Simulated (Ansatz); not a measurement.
Mulliken charges of `O[B](F)[AlH][F]` from r2SCAN/def2-TZVPP in Ansatz (PBE0-D4/def2-TZVP geometry).

```tsv
atom	x (Å)	y (Å)	z (Å)	charge (e)
O1	-0.993	1.286	0.868	-0.255
B2	0.000	0.371	0.912	0.288
F3	0.624	0.260	2.082	-0.270
Al4	0.546	-0.833	-0.788	0.531
F5	-0.403	-0.479	-2.104	-0.372
H6	-1.423	1.342	0.011	0.231
H7	1.649	-1.947	-0.982	-0.152
```

**Question.** By hand: the dipole of these point charges (1 e Å = 4.8032 D).

**Answer.** Σ q r = (-0.055, 0.051, -0.005) e Å, of length 0.075 e Å = 0.36 D.

**Question.** How does the dipole of the full density compare? (An estimate is asked.)

**Answer.** Computed: (-0.044, -0.015, -0.139) e Å, 0.70 D; the point charges give 0.51 times that, at 78° from its direction.

Point charges leave out the atoms' own dipoles, such as those of lone pairs, and Mulliken's split depends on the basis, so the two needn't agree.
